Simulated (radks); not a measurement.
Results of a calculation; reference values are marked as such.
Question: Radial electron density D(r) = 4 pi r^2 rho(r) of an atom or ion with 61.5 electrons. Level of theory: scalar-relativistic Kohn-Sham, PBEsol, spin-unpolarised, spherical densities, finite nucleus; Fermi nuclear charge, rms radius of each element as measured or else 0.836 A^(1/3) + 0.57 fm (a radial shooting solver on a logarithmic mesh with Libxc functionals).

```
   r/bohr * D(r) (the largest magnitude, 109, reaches the edge; | marks zero)
 0.002801 |        *
 0.003287 |          *
 0.003826 |             *
  0.00449 |                *
 0.005227 |                    *
 0.006134 |                        *
 0.007141 |                           *
 0.008313 |                               *
 0.009756 |                                   *
  0.01136 |                                      *
  0.01333 |                                        *
  0.01552 |                                         *
  0.01821 |                                        *
   0.0212 |                                       *
  0.02468 |                                     *
  0.02896 |                                    *
  0.03371 |                                    *
  0.03956 |                                       *
  0.04606 |                                            *
  0.05405 |                                                 *
  0.06292 |                                                     *
  0.07325 |                                                      *
  0.08596 |                                                   *
   0.1001 |                                             *
   0.1174 |                                         *
   0.1367 |                                        *
   0.1604 |                                            *
   0.1868 |                                               *
   0.2174 |                                              *
   0.2552 |                                      *
    0.297 |                           *
   0.3486 |                    *
   0.4058 |                  *
   0.4762 |                     *
   0.5544 |                      *
   0.6454 |                   *
   0.7574 |              *
   0.8817 |         *
    1.035 |      *
    1.205 |     *
    1.414 |    *
    1.646 |  *
    1.916 | *
    2.248 |*
    2.617 |*
    3.071 |*
    3.576 |*
    4.196 *
    4.885 *
    5.687 *
    6.673 *
    7.769 *
    9.117 *
    10.61 *
    12.46 *
```

What is the nuclear charge?

Answer: Z = 62. The innermost maximum, from 1s, lies near gamma/Z bohr with gamma = sqrt(1 - (Z/c)^2) = 0.892, here 0.0144 bohr (found: 0.0158), and its height grows with Z. The density is that of the samarium ion Sm0.5+ in [Xe] 4f4.5 6s2 6p1; the configuration itself is not fixed sharply by these data, and Z only to a few units. D(r) has 4 maxima, at r = 0.0158, 0.0704, 0.196, 0.537 bohr, and minima at 0.0301, 0.129, 0.390 bohr, inside which lie 1.94, 11.17, 29.19 electrons.
